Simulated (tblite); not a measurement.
Compound: C6H10P3 (charge -1).
Bonds: C1–C2, C2–C3, C3–P4 (aromatic), P4–P5 (aromatic), P5–C6 (aromatic), C6–C7, C7–C8, C6–P9 (aromatic), C3–P9 (aromatic). Hydrogens: H10, H11, H12 on C1; H13, H14 on C2; H15, H16 on C7; H17, H18, H19 on C8.

Structure optimised with GFN2-xTB, isolated species.

(1) List the bond lengths, angles and torsions at this level.

Results:

(1) 
```tsv
bond	length (Å)
C1–C2, C7–C8	1.527
C2–C3, C6–C7	1.508
C3–P4, P5–C6	1.736
P4–P5	2.090
C3–P9, C6–P9	1.743
C1–H10 and 5 like bonds	1.090
C2–H13 and 3 like bonds	1.095
```

Bonds in one row agree within 0.01 Å and their mean is given. A selection of angles:
```tsv
angle	degrees
C1–C2–C3	110.8
C2–C3–P4	119.2
C2–C3–P9	118.7
P4–C3–P9	122.1
C3–P4–P5	98.9
C3–P9–C6	97.9
```

Torsions: C1–C2–C3–P4 -93° (anticlinal); P5–C6–C7–C8 93° (anticlinal).

The 5-membered ring C3–P4–P5–C6–P9 has internal angles of 97.9° to 122.1°; it is planar, 0.00 Å rms from its mean plane, widest ring torsion 0°. C3 (substituted aromatic carbon) is planar (angles 122.1°, 119.2° and 118.7°, sum 360.0°, 0.02 Å off the plane of its three neighbours).

Point group: Cs (every atom within 0.08 Å of its image). Its GFN2-xTB frequencies are all real (lowest 35 cm⁻¹).

One conformer stands for the species.

The numbers are calculated, not measured.
